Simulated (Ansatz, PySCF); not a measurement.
Complex: HBr (SMILES Br) (first 2 atoms) with H2Se (SMILES [SeH2]); geometry from B3LYP-D3(BJ)/def2-TZVP, rigid monomers moved along the line of their centres of mass till H2···Se3 is 2.27 Å.
(charge 0, multiplicity 1):
```xyz
5

Br    -0.331     0.131    -0.570
H     -0.352     0.147     0.875
Se    -0.241     0.115     3.138
H      0.314    -1.246     3.080
H      1.105     0.704     3.068
```

Interaction energies are E(AB) − E(A) − E(B) at the monomers' geometry in the complex; basis-set methods are counterpoise corrected. Rows marked so take none.

Frozen-core correlation. Filled d and f shells under p-block atoms count as core. Rows in 6-31G* carry no dispersion term and start afresh at each structure (6-31G* with six Cartesian d functions); the Pople sets are all-electron and without relativity.

Programs: Ansatz (a quantum-chemistry and plane-wave program) with Gaussian orbitals; PySCF for 6-31G* rows. Each number belongs to the level named beside it.

Problem. What is the computed interaction energy (M06-2X/6-31G* (no counterpoise))?

Solution. -10 kJ/mol
